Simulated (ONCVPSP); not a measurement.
Transferability test, ONCV potential for Ga (Z = 31)

* Element: Ga
* Generator: ONCVPSP 4.0.1
* Type: optimised norm-conserving Vanderbilt (ONCV)
* Functional: PBEsol
* Relativity: scalar-relativistic
* Frozen core: [Ne]
* Valence charge: 21
* Reference configuration: 3s2 3p6 3d10 4s2 (charge +1)
* Partial waves: 3s+4s: rc 1.25 bohr, ncon 4, nbas 7, qcut 12.4 1/bohr, 2 projectors; 3p: rc 0.95 bohr, ncon 4, nbas 7, qcut 17.9 1/bohr, 3 projectors, debl 1 Ha; 3d: rc 1.25 bohr, ncon 4, nbas 8, qcut 10.6 1/bohr, 1 projector
* Local potential: polynomial inside 0.85 bohr (lpopt 5, dvloc0 0 Ha)
* Core correction: Teter function, fcfact 1.75, rcfact 1.45

In the p channel the program set the typed energies aside and used -3.932, 0.250, 1.250 Ha.

Energies are relative to the spin-unpolarised reference configuration 3s2 3p6 3d10 4s2; without spin polarisation the order of configurations can differ from experiment.

Q: Give the all-electron excitation energy and the error of the potential for: 3s2 3p6 3d10 4s2 4p1; 3s2 3p6 3d10 4s1; 3s2 3p6 3d10 4s0; 3s2 3p6 3d10 4s2 4p0.5.

A:

```json
{"valence configuration": "3s2 3p6 3d10 4s2 4p1", "charge": "0", "ΔE all-electron (eV)": "-5.680", "error AE − PS (meV)": "+0.5"}
{"valence configuration": "3s2 3p6 3d10 4s1", "charge": "+2", "ΔE all-electron (eV)": "21.137", "error AE − PS (meV)": "-1.3"}
{"valence configuration": "3s2 3p6 3d10 4s0", "charge": "+3", "ΔE all-electron (eV)": "52.258", "error AE − PS (meV)": "-2.5"}
{"valence configuration": "3s2 3p6 3d10 4s2 4p0.5", "charge": "+0.5", "ΔE all-electron (eV)": "-3.653", "error AE − PS (meV)": "+0.3"}
```

Levels in the configuration 3s2 3p6 3d10 4s0:

```csv
level,all-electron (eV),pseudo (eV)
3s,-181.391,-181.520
3p,-132.292,-132.370
3d,-52.458,-52.534
```
